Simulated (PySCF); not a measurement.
HgF4, SMILES [F][Hg]([F])([F])[F]. Coordinates come from a PBE-D3(BJ)/def2-SVP optimisation. The def2 effective core potentials stand for the cores of Hg; spin–orbit coupling is left out.

Problem. Give the equilibrium geometry at PBE-D3(BJ)/def2-SVP (PySCF confirms it by a frequency run) as bond lengths and angles, and its point group. (An estimate is asked for; the answer gives what the named calculation found.)

Solution. point group D4h.
Atoms: Hg1 F2 F3 F4 F5. Bonds (Å): Hg1–F2 1.931, Hg1–F3 1.931, Hg1–F4 1.931, Hg1–F5 1.931. Bond angles (°): F2–Hg1–F3 180.0, F2–Hg1–F4 90.0, F2–Hg1–F5 90.0, F3–Hg1–F4 90.0, F3–Hg1–F5 90.0, F4–Hg1–F5 180.0.
